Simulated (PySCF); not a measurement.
C4H9OPS: core ionisation energies

C₄H₉OPS.
Bonds: C1–C2, C2–O3 (double), C2–P4, P4–C5, P4–C6, P4–S7 (double). Hydrogens: H8, H9, H10 on C1; H11, H12, H13 on C5; H14, H15, H16 on C6.

Computed, not measured: PySCF, delta-SCF UKS SCAN, pcX-2 on the ionised atom, pcseg-1 elsewhere, spin-free X2C. Each binding energy is the total energy of the core-ionised species, with the hole localised on one atom, minus that of the ground state; both are solved self-consistently, so orbital relaxation is included.

Task: What binding energy does each computed site have?

Result: 
```json
{"atom(s)": "S7", "bonded to": "P (double bond)", "level": "S 1s", "binding energy (eV)": "2475.24", "2p1/2 (eV)": "–", "above the level's lowest (eV)": "0.00", "count": "1"}
{"atom(s)": "P4", "bonded to": "S (double bond) and 3 C", "level": "P 1s", "binding energy (eV)": "2151.58", "2p1/2 (eV)": "–", "above the level's lowest (eV)": "0.00", "count": "1"}
{"atom(s)": "O3", "bonded to": "C (double bond)", "level": "O 1s", "binding energy (eV)": "538.24", "2p1/2 (eV)": "–", "above the level's lowest (eV)": "0.00", "count": "1"}
{"atom(s)": "C1", "bonded to": "C and 3 H", "level": "C 1s", "binding energy (eV)": "291.27", "2p1/2 (eV)": "–", "above the level's lowest (eV)": "+0.33", "count": "1"}
{"atom(s)": "C5/C6", "bonded to": "3 H and P", "level": "C 1s", "binding energy (eV)": "290.94", "2p1/2 (eV)": "–", "above the level's lowest (eV)": "0.00", "count": "2"}
{"atom(s)": "P4", "bonded to": "S (double bond) and 3 C", "level": "P 2p3/2", "binding energy (eV)": "137.78", "2p1/2 (eV)": "138.67", "above the level's lowest (eV)": "0.00", "count": "1"}
```

The listed C 1s values span 0.33 eV, from C5/C6 (bonded to 3 H and P) to C1 (bonded to C and 3 H). Summing the Pauling electronegativity differences to the bonded atoms, each weighted by its formal bond order, gives -1.41 for the lowest site and -1.05 for the highest.

Task: Give the binding energy of O 1s of O3 in hartree and in kJ/mol.

Result: 538.24 eV = 19.7800 Eh = 51932 kJ/mol.

Task: What is the longest wavelength that can ionise O 1s of O3 vertically?

Result: λ = hc/E = 12398.42 eV Å / 538.24 eV = 23.035 Å.

Topologically equivalent atoms share the value of their first member; where this conformer doesn't relate them by symmetry, their own values could differ. The list is incomplete; no value stands for C 1s of C2 (hole states with ⟨S²⟩ of 1 or more are left out). Spin contamination (⟨S²⟩ against 0.75 for a pure doublet) is marked for O 1s of O3 (0.94), which makes this value less certain. Spin–orbit and ligand-field terms were added within each 2p shell after the spin-free SCF. 2p1/2 minus 2p3/2 (ligand field included): P 0.89 eV. Isolated species at its PBE0-D3(BJ)/def2-SVP geometry (one conformer only).

On Arm Neoverse N1, one thread, on a shared host, this took 4.9 min of wall time and 0.68 GiB of memory at its peak.

Conformer computed: `[CH3:1][C:2](=[O:3])[P:4]([CH3:5])([CH3:6])=[S:7]`: C1–C2–P4–C5 -140°.
